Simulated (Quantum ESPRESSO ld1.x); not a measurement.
Co1.5+, configuration [Ar] 3d6.5 4s1 (fractional occupations, a model configuration). Method: scalar-relativistic Kohn-Sham, PW91, spin-unpolarised, spherical densities, point nucleus; computed with ld1.x of Quantum ESPRESSO 7.5.

Normalised radial functions P(r) = r R(r), r in bohr:

```
   r/bohr * 1s (the largest magnitude, 3.78, reaches the edge; | marks zero)
 0.008036 |                          *
  0.01046 |                                *
  0.01363 |                                      *
  0.01788 |                                            *
  0.02329 |                                                  *
  0.03032 |                                                     *
  0.03948 |                                                      *
  0.05141 |                                                   *
  0.06749 |                                           *
  0.08788 |                                 *
   0.1144 |                     *
    0.149 |          *
   0.1956 |    *
   0.2547 |*
   0.3316 *
   0.4318 *
   0.5667 *
    0.738 *
   0.9609 *
    1.251 *
    1.642 *
    2.139 *
    2.785 *
    3.626 *
     4.76 *
    6.198 *
     8.07 *
```

1s: eigenvalue -7612.2 eV, 0 radial nodes, <r> = 0.0562 bohr, 90 % of the charge inside 0.100 bohr.
